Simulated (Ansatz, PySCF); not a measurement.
C4H6ClF, SMILES F[C@H]1[C@H](Cl)CC1. Atoms are numbered in the order given.

```xyz
12

F     -2.0140    -0.8073     0.1104
C     -1.0110     0.1176     0.2251
C     -1.0375     1.3220    -0.7338
C      0.5051     1.1926    -0.8419
C      0.3535    -0.2624    -0.3553
Cl     1.5969    -0.9423     0.7416
H     -0.9246     0.4197     1.2819
H     -1.4573     2.2647    -0.3568
H     -1.5416     1.0444    -1.6714
H      1.0269     1.8044    -0.0925
H      0.9745     1.3432    -1.8231
H      0.2238    -0.9671    -1.1882
```

Geometry optimised at B3LYP-D3(BJ)/def2-SVP.

Two levels are set side by side: PBE-D3(BJ)/def2-SVP (Ansatz, an electronic-structure program) and B3LYP-D3(BJ)/def2-SVP (Ansatz). Each level has its own optimised geometry; the coordinates shown are those of the second. Frequencies come from the Hessian of PySCF at each geometry. Differences are taken from unrounded values.

```
quantity                            B3LYP-D3(BJ)  PBE-D3(BJ)  PBE-D3(BJ) minus B3LYP-D3(BJ)
----------------------------------  ------------  ----------  -----------------------------
mean bond length (Å)                       1.327       1.332                          0.006
bond F1–C2 (Å)                             1.369       1.374                          0.005
bond C2–C3 (Å)                             1.540       1.544                          0.004
bond C2–C5 (Å)                             1.531       1.535                          0.005
bond C3–C4 (Å)                             1.552       1.552                          0.001
bond C4–C5 (Å)                             1.542       1.544                          0.002
bond C5–Cl6 (Å)                            1.792       1.791                         -0.001
bond C2–H7 (Å)                             1.103       1.112                          0.010
bond C3–H8 (Å)                             1.099       1.106                          0.008
bond C3–H9 (Å)                             1.100       1.108                          0.008
bond C4–H10 (Å)                            1.099       1.107                          0.008
bond C4–H11 (Å)                            1.098       1.106                          0.008
bond C5–H12 (Å)                            1.099       1.108                          0.009
highest harmonic wavenumber (cm⁻¹)          3150        3090                            -59
mean harmonic wavenumber (cm⁻¹)             1374        1337                            -37
zero-point energy (kcal/mol)               58.95       57.35                          -1.60
```

Exact exchange shortens and stiffens bonds; PBE has none. Differences between two approximate levels are no errors against the true value.
